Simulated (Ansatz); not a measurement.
Reaction (atomization): `C[BH-](C)[PH3+]` → B• + 2 C• + 10 H• + P•

Calculated with Ansatz (gas phase, PBE0-D4/def2-TZVP geometries, no zero-point term in ΔE). CCSD(T)/CBS adds triple-zeta CCSD(T) − MP2 to the extrapolated MP2 energy (def2 sets, frozen cores). This one scheme is used for every species, atoms too. DFT in def2-TZVPP. B3LYP here is the variant with VWN-RPA as its local correlation; programs differ in this. HSE06 is defined as in plane-wave codes. Open shells (•) are unrestricted, without spin–orbit coupling. Spin–orbit coupling would lower the free atoms: a little for B, C. Each species was taken in one conformer, which may not be the lowest.

```csv
level,ΔE (kJ/mol),difference from CCSD(T)/CBS
B97M-V,4835.1,39.2
HSE06-D4,4825.0,29.1
BHLYP-D4,4749.3,-46.6
ωB97X-V,4829.2,33.3
PBE,4832.9,37.0
r2SCAN,4818.3,22.4
B3LYP,4791.0,-4.9
LC-ωPBE,4778.9,-17.0
HF/def2-QZVPP,3644.0,-1151.9
CCSD/CBS(def2),4747.3,-48.6
CCSD(T)/CBS,4795.9,0
```

Largest T1 diagnostic among the species: 0.014.

At CCSD(T), def2-SVP lies −222.5 kJ/mol from the extrapolated value and def2-TZVPP −100.4 kJ/mol: correlation converges slowly with the basis, and small sets miss more of it in the bonded molecule than in its fragments. The D4 term adds +43.1 kJ/mol with B3LYP and +22.8 kJ/mol with PBE0; it sums over pairs of atoms, weighted by their polarisabilities, and B3LYP, whose exchange is more repulsive, gets the larger term.

For atomizations the MP2-based limit and the directly extrapolated one differ by several kJ/mol either way, and by 10 to 25 for some Ge, Se and Sn compounds, so smaller differences from it don't rank the levels.
